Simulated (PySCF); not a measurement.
Compound: C₆H₁₀O.
SMILES with atom numbers: `[CH2:1]=[CH:2]/[C:3]([CH3:4])=[CH:5]/[CH2:6][OH:7]` (hydrogens: H8, H9 on C1; H10 on C2; H11, H12, H13 on C4; H14 on C5; H15, H16 on C6; H17 on O7)

Geometry (GFN2-xTB, Å), atoms numbered from 1 in this order:
```xyz
17
C6H10O angstrom
C     -2.623   -0.688    0.810
C     -1.301   -0.768    0.922
C     -0.328   -0.058    0.105
C     -0.844    0.825   -0.992
C      0.975   -0.210    0.365
C      2.114    0.444   -0.363
O      3.375    0.049    0.124
H     -3.108   -0.070    0.075
H     -3.273   -1.248    1.461
H     -0.876   -1.407    1.686
H     -1.408    1.653   -0.566
H     -0.036    1.232   -1.590
H     -1.512    0.261   -1.642
H      1.280   -0.853    1.181
H      2.044    0.233   -1.444
H      2.083    1.530   -0.230
H      3.432   -0.912    0.087
```

Computed, not measured: TDDFT CAM-B3LYP/def2-SVPD, vertical, gas phase, core orbitals frozen in the response in PySCF 2.14.0, density-fitted response routines.

Transition dipole moments from the ground state, in atomic units and in the frame of the coordinates above (overall signs are arbitrary), for the states with f of 0.002 or more among the lowest 7:

```csv
state,E (eV),μx,μy,μz
S1,5.684,-2.225,-0.186,0.204
S2,6.347,0.139,-0.045,-0.109
S3,6.786,-0.254,-0.224,-0.202
S4,6.889,0.045,-0.267,-0.090
S5,6.921,-0.103,-0.002,-0.049
S6,7.336,0.074,0.039,-0.121
S7,7.348,-0.094,-0.213,-0.026
```

**Question.** What oscillator strength does each state have?

**Answer.** f = (2/3) ΔE |μ|² with ΔE in hartree (27.2114 eV).

| state | \|μ\|² (au) | \|μ\| (D) | f |
| --- | --- | --- | --- |
| S1 | 5.028 | 5.70 | 0.700 |
| S2 | 0.033 | 0.46 | 0.005 |
| S3 | 0.155 | 1.00 | 0.026 |
| S4 | 0.081 | 0.72 | 0.014 |
| S5 | 0.013 | 0.29 | 0.002 |
| S6 | 0.022 | 0.37 | 0.004 |
| S7 | 0.055 | 0.60 | 0.010 |

**Question.** Which bond between heavy atoms lies closest to the direction of the S1 transition dipole?

**Answer.** C1–C2, at 13° from it; next C3–C5 at 20°.

**Question.** What angle do the transition dipoles of S1 and S3 make?

**Answer.** |cos θ| = |μa·μb| / (|μa| |μb|) = 0.64, so θ ≈ 50° (taken between 0 and 90°, since the signs are arbitrary).

**Question.** How is the summed strength of these states shared among x, y and z?

**Answer.** (2/3) Σ ΔE μα² gives 0.708 for x, 0.034 for y and 0.019 for z, 0.761 in all.

**Question.** What peak molar absorption coefficient would the strongest computed level give as a lone Gaussian band 0.4 eV wide at half height?

**Answer.** ε(max) = 2.175×10⁸ f / FWHM, with the width in cm⁻¹. S1: 2.175×10⁸ × 0.7002 / 3226 ≈ 47000 L mol⁻¹ cm⁻¹.

One conformer stands for the species.
